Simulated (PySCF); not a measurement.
Cl₂Zn, SMILES [Cl][Zn-][Cl] (connectivity only; charge and spin as stated), charge -1, multiplicity 2. Coordinates come from a B3LYP-D3(BJ)/def2-SVPD optimisation.

Method: B3LYP-D3(BJ)/def2-SVPD (PySCF).

Harmonic wavenumbers (cm⁻¹): 90, 255, 279. Rotational constants (GHz): 10.62, 1.764, 1.513; symmetry number 2.

Q: Work out the zero-point energy and the ideal-gas rigid-rotor harmonic-oscillator thermochemistry at 298.15 K and 1 atm.

A: ZPE = ½ Σ hcν = ½ × 623 cm⁻¹ = 3.73 kJ/mol. H − E(el) = 18.06 kJ/mol. Entropy in J/(mol K): translation 170.04, rotation 106.50, vibration 28.90, spin 5.76, total 311.20. G − E(el) = -74.72 kJ/mol. Cp = 55.95 J/(mol K). Modes under 150 cm⁻¹ make the vibrational entropy uncertain.
